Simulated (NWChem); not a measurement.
The numbers come from NWChem runs, not from measurements. System: iodine (I$_{2}$), charge 0, spin multiplicity 1, at a geometry optimised with PBE0/def2-SVP with def2 effective core potentials on I. Level: MP2/def2-TZVP with def2 effective core potentials on I, 8 core orbitals frozen.

Part of the output:

```
             Northwest Computational Chemistry Package (NWChem) 7.3.0
             --------------------------------------------------------

                                NWChem Input Module
                                -------------------

 Scaling coordinates for geometry "geometry" by  1.889725989
 (inverse scale =  0.529177249)

 Turning off AUTOSYM since
 SYMMETRY directive was detected!

                             Geometry "geometry" -> ""
                             -------------------------

 Output coordinates in angstroms (scale by  1.889725989 to convert to a.u.)

  No.       Tag          Charge          X              Y              Z
 ---- ---------------- ---------- -------------- -------------- --------------
    1 I                   53.0000     0.00000000     0.00000000     1.34122000
    2 I                   53.0000     0.00000000     0.00000000    -1.34122000

 Effective nuclear repulsion energy (a.u.)     554.1443210063

            Nuclear Dipole moment (a.u.)
            ----------------------------
        X                 Y               Z
 ---------------- ---------------- ----------------
     0.0000000000     0.0000000000     0.0000000000

      Symmetry information
      --------------------

 Group name             D2h
 Group number             26
 Group order               8
 No. of unique centers     1

      Symmetry unique atoms

     1


 Summary of "ao basis" -> "" (spherical)
 ------------------------------------------------------------------------------
       Tag                 Description            Shells   Functions and Types
 ---------------- ------------------------------  ------  ---------------------
 *                         def2-tzvp                  on all atoms

 Summary of "ao basis" -> "ao basis" (spherical)
 ------------------------------------------------------------------------------
       Tag                 Description            Shells   Functions and Types
 ---------------- ------------------------------  ------  ---------------------
 I                         def2-tzvp                16       50   6s5p3d2f

                                 NWChem SCF Module
                                 -----------------

  ao basis        = "ao basis"
  functions       =   100
  atoms           =     2
  closed shells   =    25
  open shells     =     0
  charge          =   0.00
  wavefunction    = RHF
  use symmetry    = T
  symmetry adapt  = T

 Summary of "ao basis" -> "ao basis" (spherical)
 ------------------------------------------------------------------------------
       Tag                 Description            Shells   Functions and Types
 ---------------- ------------------------------  ------  ---------------------
 I                         def2-tzvp                16       50   6s5p3d2f

      Symmetry analysis of basis
      --------------------------

        ag         21
        au          5
        b1g         5
        b1u        21
        b2g        12
        b2u        12
        b3g        12
        b3u        12

 Forming initial guess at       0.2s

      Superposition of Atomic Density Guess
      -------------------------------------

 Sum of atomic energies:        -694.32366316

      Non-variational initial energy
      ------------------------------

 Total energy =    -593.371944
 1-e energy   =   -1281.247503
 2-e energy   =     564.578941
 HOMO         =      -0.294507
 LUMO         =      -0.134939

      Symmetry analysis of molecular orbitals - initial
      -------------------------------------------------

 !! scf_movecs_sym_adapt:   68 vectors were symmetry contaminated

  Symmetry fudging

 !! scf_movecs_sym_adapt:   60 vectors were symmetry contaminated

  Numbering of irreducible representations:

     1 ag          2 au          3 b1g         4 b1u         5 b2g
     6 b2u         7 b3g         8 b3u

  Orbital symmetries:

     1 ag          2 b1u         3 ag          4 b1u         5 b2u
     6 b3u         7 b3g         8 b2g         9 ag         10 b3u
    11 b2u        12 b2g        13 b3g        14 ag         15 b1g
    16 b1u        17 au         18 b1u        19 ag         20 b1u
    21 ag         22 b3u        23 b2u        24 b3g        25 b2g
[...]
   Bfn.  Coefficient  Atom+Function         Bfn.  Coefficient  Atom+Function
  ----- ------------  ---------------      ----- ------------  ---------------
    17      0.425324  1 I  py                67     -0.425324  2 I  py
    11     -0.335741  1 I  py                61      0.335741  2 I  py
    14      0.266988  1 I  py                64     -0.266988  2 I  py
    20      0.215995  1 I  py                70     -0.215995  2 I  py

 Vector   25  Occ=2.000000D+00  E=-3.611356D-01  Symmetry=b2g
              MO Center=  8.2D-19,  7.6D-30,  4.6D-17, r^2= 4.1D+00
   Bfn.  Coefficient  Atom+Function         Bfn.  Coefficient  Atom+Function
  ----- ------------  ---------------      ----- ------------  ---------------
    16      0.425324  1 I  px                66     -0.425324  2 I  px
    10     -0.335741  1 I  px                60      0.335741  2 I  px
    13      0.266988  1 I  px                63     -0.266988  2 I  px
    19      0.215995  1 I  px                69     -0.215995  2 I  px

 Vector   26  Occ=0.000000D+00  E=-1.937764D-02  Symmetry=b1u
              MO Center=  2.3D-19, -2.1D-19,  1.7D-14, r^2= 5.7D+00
   Bfn.  Coefficient  Atom+Function         Bfn.  Coefficient  Atom+Function
  ----- ------------  ---------------      ----- ------------  ---------------
    21      0.540590  1 I  pz                71      0.540590  2 I  pz
    18      0.369808  1 I  pz                68      0.369808  2 I  pz
     6     -0.348709  1 I  s                 56      0.348709  2 I  s
    12     -0.304014  1 I  pz                62     -0.304014  2 I  pz
    15      0.242668  1 I  pz                65      0.242668  2 I  pz

 Vector   27  Occ=0.000000D+00  E= 2.195405D-01  Symmetry=ag
              MO Center= -1.1D-14, -1.3D-14, -2.8D-14, r^2= 8.3D+00
   Bfn.  Coefficient  Atom+Function         Bfn.  Coefficient  Atom+Function
  ----- ------------  ---------------      ----- ------------  ---------------
    21      0.948163  1 I  pz                71     -0.948163  2 I  pz
    18     -0.711850  1 I  pz                68      0.711850  2 I  pz
    34      0.253144  1 I  d  0              84      0.253144  2 I  d  0
     6      0.155547  1 I  s                 56      0.155547  2 I  s

 Vector   28  Occ=0.000000D+00  E= 2.229631D-01  Symmetry=b1u
              MO Center=  4.8D-20,  1.2D-18, -9.1D-16, r^2= 1.2D+01
   Bfn.  Coefficient  Atom+Function         Bfn.  Coefficient  Atom+Function
  ----- ------------  ---------------      ----- ------------  ---------------
    21      1.615746  1 I  pz                71      1.615746  2 I  pz
     6     -0.983565  1 I  s                 56      0.983565  2 I  s
    18     -0.703323  1 I  pz                68     -0.703323  2 I  pz
    34     -0.388818  1 I  d  0              84      0.388818  2 I  d  0
    12      0.192939  1 I  pz                62      0.192939  2 I  pz

 center of mass
 --------------
 x =   0.00000000 y =   0.00000000 z =   0.00000000

 moments of inertia (a.u.)
 ------------------
        1630.386986000535           0.000000000000           0.000000000000
           0.000000000000        1630.386986000535           0.000000000000
           0.000000000000           0.000000000000           0.000000000000

  Mulliken analysis of the total density
  --------------------------------------

    Atom       Charge   Shell Charges
 -----------   ------   -------------------------------------------------------
    1 I   25    25.00   0.19 -0.77  1.58  1.01  1.11  0.84 -0.49  6.44  1.29  2.81  0.91  9.23  0.76  0.08  0.01  0.00
    2 I   25    25.00   0.19 -0.77  1.58  1.01  1.11  0.84 -0.49  6.44  1.29  2.81  0.91  9.23  0.76  0.08  0.01  0.00

       Multipole analysis of the density wrt the origin
       ------------------------------------------------

     L   x y z        total         open         nuclear
     -   - - -        -----         ----         -------
     0   0 0 0     -0.000000      0.000000     50.000000

     1   1 0 0      0.000000      0.000000      0.000000
     1   0 1 0      0.000000      0.000000      0.000000
     1   0 0 1      0.000000      0.000000      0.000000

     2   2 0 0    -41.052466      0.000000      0.000000
     2   1 1 0      0.000000      0.000000      0.000000
     2   1 0 1     -0.000000      0.000000      0.000000
     2   0 2 0    -41.052466      0.000000      0.000000
     2   0 1 1     -0.000000      0.000000      0.000000
     2   0 0 2    -35.403345      0.000000    321.194217

                   NWChem MP2 Semi-direct Energy/Gradient Module
                   ---------------------------------------------

  Basis functions       =    100
  Molecular orbitals    =    100
  Frozen core           =      8
  Frozen virtuals       =      0
  Active alpha occupied =     17
  Active beta occupied  =     17
  Active alpha virtual  =     75
  Active beta virtual   =     75
  Use MO symmetry       = T
  Use skeleton AO sym   = T

  AO/Fock/Back tols     =   1.0D-09  1.0D-09  1.0D-09

 GA uses MA = F    GA memory limited = T

 Available:
  local mem=  1.26D+08
 global mem=  1.44D+08
 local disk=  0.00D+00
  mp2_memr nvloc                    75
  nvloc new                    75
   1 passes of  17:        5242880                      84124                  20998577.
   1 passes of  17: M    126141368           G      144159200           F     120898488.

 Semi-direct pass number   1 of   1  for RHF alpha+beta  at        2.5s
  vrange nnbf                  4840
  mp2_eaftype                    80  avail_ma_in_mb                  1099
 EAF : mp2_eaftype filesize          80   10499288.
  mp2_eaf for mointskh                     80
Node 0 wrote     49.4 Mb in      0.1 s     Agg I/O rate:   461.0 Mb/s
 Done moints_semi at        8.8s
  mp2_eaftype                    80  avail_ma_in_mb                  1019
 EAF : mp2_eaftype filesize          80   10499288.
  mp2_eaf for kh                    80
 Done maket at        9.2s
 Done multipass loop at        9.2s

          -------------------------------------------
          SCF energy                -593.339215749081
          Correlation energy          -0.985778917567
          Singlet pairs               -0.440138926132
          Triplet pairs               -0.545639991435
          Total MP2 energy          -594.324994666648
          -------------------------------------------

          ---------------------------------------------------
                    Spin Component Scaled (SCS) MP2
          Same spin pairs                     -0.363759994290
          Same spin scaling factor             0.333333333333
          Opposite spin pairs                 -0.622018923277
          Opposite spin scaling fact.          1.200000000000
          SCS-MP2 correlation energy          -0.867676039362
          Total SCS-MP2 energy              -594.206891788443
          ---------------------------------------------------

 -----------------------
 Performance information
 -----------------------

 Timer overhead =  1.36D-07 seconds/call

               Nr. of calls         CPU time (s)                 Wall time (s)                GFlops
             ---------------    -------------------     ------------------------------   -------------------
Name         Min   Avg   Max    Min     Avg     Max     Min     Avg     Max   Mx/calls   Min     Max     Sum
mp2: moin     1     1     1    6.3     6.3     6.3      6.3     6.3     6.3     6.3      0.0     0.0     0.0
mp2: make     1     1     1   0.43    0.43    0.43     0.43    0.43    0.43    0.43      0.0     0.0     0.0
mp2: tota     1     1     1    6.9     6.9     6.9      6.9     6.9     6.9     6.9      0.0     0.0     0.0

 The average no. of pstat calls per process was 3.00D+00
 with a timing overhead of 4.08D-07s

 Task  times  cpu:        9.2s     wall:        9.2s

 Total times  cpu:        9.3s     wall:        9.3s
```

### Question
Write an NWChem input that would produce this output.

### Answer
Several could match; the one computed here: 
```
start mol
memory heap 200 mb stack 900 mb global 1100 mb
geometry units angstroms nocenter noautoz
  I      0.000000     0.000000     1.341220
  I      0.000000     0.000000    -1.341220
  symmetry group D2h
end
basis spherical
  * library def2-tzvp
end
ecp
  I library def2-ecp
end
scf
  rhf
  nopen 0
  maxiter 100
  thresh 1e-7
  semidirect memsize 60000000 filesize 0
end
mp2
  freeze core 8
end
task mp2 energy
```
